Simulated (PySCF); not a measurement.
Compound: C₆H₃FNP.
SMILES: `N#Cc1cccc(F)p1`

Computed with PySCF at PBE0/pcSseg-1, non-relativistic, on one gas-phase PBE0-D3(BJ)/def2-SVP geometry that isn't relaxed in the solvent. The solvent is an IEF-PCM continuum (cavity from Bondi-type radii × 1.2). The model holds no explicit solvent molecules, cavitation or dispersion.

```tsv
run	E − E(gas) (kcal/mol)	HOMO (eV)	HOMO–LUMO gap (eV)	dipole (D)
gas	0.00	-7.91	5.17	4.74
P	-5.68	-7.65	5.11	6.19
Q	-6.61	-7.61	5.10	6.45
```

**Question.** The runs were made in dichloromethane and dimethylsulfoxide. Which run belongs to which solvent?

**Answer.** P = dichloromethane, Q = dimethylsulfoxide. The dielectric constants are 8.93 (dichloromethane), 46.83 (dimethylsulfoxide), and the energy falls further as ε rises. In this model the ground state sees the solvent through ε alone.

**Question.** How constant is the ratio of the lowering to (ε − 1)/(2ε + 1)?

**Answer.** 
```tsv
solvent	(ε − 1)/(2ε + 1)	E − E(gas) (kcal/mol)	ratio (kcal/mol)	polarisation term (kcal/mol)
dichloromethane	0.420	-5.68	-13.5	-6.88
dimethylsulfoxide	0.484	-6.61	-13.7	-8.25
```

The ratio changes by +1.1 % in size from dichloromethane to dimethylsulfoxide. The polarisation term is half the interaction of the solute with the induced surface charges.

Time: 21 s; peak memory 0.90 GiB. Hardware: Arm Neoverse V1, one thread, shared host. This is the whole shielding run at PBE0/pcSseg-1 in dimethylsulfoxide, SCF included.
